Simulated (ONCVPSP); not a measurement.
Logarithmic derivatives: Sb, ONCV

| Quantity | Value |
| --- | --- |
| Element | antimony |
| Generator | ONCVPSP 4.0.1 |
| Type | optimised norm-conserving Vanderbilt (ONCV) |
| Functional | PBE |
| Relativity | fully relativistic |
| Frozen core | [Kr] 4d10 |
| Valence charge | 5 |
| Reference configuration | 5s2 5p2 (charge +1) |
| Partial waves | 5s: rc 1.70 bohr, ncon 3, nbas 6, qcut 3 1/bohr, 1 projector; 5p: rc 2.40 bohr, ncon 5, nbas 9, qcut 2.9 1/bohr, 1 projector; d scattering state at 0.38 Ha: rc 2.10 bohr, ncon 4, nbas 7, qcut 3.8 1/bohr, 2 projectors, debl 0.9 Ha |
| Local potential | polynomial inside 1.30 bohr (lpopt 5, dvloc0 0 Ha) |
| Core correction | Teter function, fcfact 3.25, rcfact 1.6 |

Open shells are filled in proportion to 2j + 1.

The phase is arctan(r·R′/R) of the radial function R(r), unwrapped; energies in Ha, scanned from -2 to 5 Ha. A pole is an energy at which the radial function vanishes at the test radius. The pseudo phase is shifted by a multiple of π to meet the all-electron one at the reference energy, and phase errors are pseudo minus all-electron; the curves can meet again beyond the range given. Levels narrower than the energy grid can be missing from the lists of poles. Where the grid stepped over a known ghost or core level, its pole and its step of π were put in at the level’s energy.

For each channel, where are the poles, and over which energies does the pseudopotential scatter like the atom?

| channel | radius (bohr) | reference energy (Ha) | poles, all-electron | poles, pseudo | unbroken range about the reference energy with phases within 0.05 rad | phase error 1 Ha above the reference energy (rad) |
| --- | --- | --- | --- | --- | --- | --- |
| s | 1.72 | -0.76 | 2.94 | 1.99 | below 1.6 | -0.016 |
| p3/2 | 2.44 | -0.43 | 0.77 | -0.84, 0.81 | -0.7 to 2.5 | +0.008 |
| p1/2 | 2.44 | -0.46 | 0.64 | -0.61, 0.71 | -0.6 to 1.9 | +0.013 |
| d5/2 | 2.13 | 0.38 | -1.42, 3.14 | -0.92, 3.25 | -0.6 to 4.4 | +0.000 |
| d3/2 | 2.13 | 0.38 | -1.47, 3.09 | -1.04, 3.25 | -0.8 to 4.2 | +0.000 |

Note: ghosts flagged at negative energy: s at -133.6 eV, p3/2 at -22.9 eV, d5/2 at -26.3 eV, p1/2 at -16.7 eV, d3/2 at -29.5 eV (a further GHOST(-) flag falls on a real empty level of the atom); GHOST(+) flags only above 600 eV. A true bound ghost makes a file unfit for plane-wave use.

Phases in the p3/2 channel:

```tsv
E (Ha)	all-electron	pseudo
-1.98	1.216	4.348
-1.80	1.176	4.306
-1.62	1.122	4.247
-1.44	1.046	4.164
-1.26	0.930	4.034
-1.08	0.739	3.807
-0.90	0.402	3.256
-0.72	-0.137	-0.057
-0.54	-0.679	-0.676
-0.36	-1.021	-1.020
-0.18	-1.216	-1.213
0.00	-1.336	-1.331
0.18	-1.417	-1.410
0.36	-1.476	-1.469
0.54	-1.522	-1.515
0.72	-1.562	-1.553
0.90	-1.597	-1.588
1.08	-1.630	-1.620
1.26	-1.663	-1.653
1.44	-1.699	-1.687
1.62	-1.739	-1.727
1.80	-1.788	-1.775
1.98	-1.853	-1.840
2.16	-1.947	-1.937
2.34	-2.098	-2.101
2.52	-2.380	-2.433
2.70	-2.927	-3.116
2.88	-3.616	-3.825
3.06	-4.041	-4.178
3.24	-4.256	-4.349
3.42	-4.376	-4.447
3.60	-4.452	-4.510
3.78	-4.505	-4.554
3.96	-4.543	-4.588
4.14	-4.574	-4.615
4.32	-4.598	-4.637
4.50	-4.618	-4.656
4.68	-4.636	-4.673
4.86	-4.651	-4.689
```
